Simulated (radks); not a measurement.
Results of a calculation; reference values are marked as such.
H-, configuration [He].

Level of theory: non-relativistic Kohn-Sham, PBE, spin-unpolarised, spherical densities, point nucleus; Watson sphere of charge +1 and radius 1.67 bohr (a radial shooting solver on a logarithmic mesh with Libxc functionals).

Energy parts (Ry; the electron-nucleus part includes the sphere):
total: -3.01354
kinetic: 1.58780
electron-nucleus: -5.65496
Hartree: 2.22292
exchange-correlation: -1.16930

Orbitals (lengths in bohr, moments of r in powers of bohr; r(max) is where P^2 peaks):
| orbital | occ. | eigenvalue (Ry) | <r> | <r^4> | r(max) | <1/r> |
|---|---|---|---|---|---|---|
| 1s | 2 | -0.56232 | 1.683 | 35.07 | 1.174 | 0.8904 |

The highest occupied level is 1s at -7.651 eV. The electron density at the nucleus is 0.4867 e/bohr^3. Summed over all electrons, <r^2> = 7.518 bohr^2, which gives a Langevin (diamagnetic) susceptibility term of -5.95 x 10^-6 cm^3/mol. The density falls to 0.001 e/bohr^3 at r = 3.41 bohr.
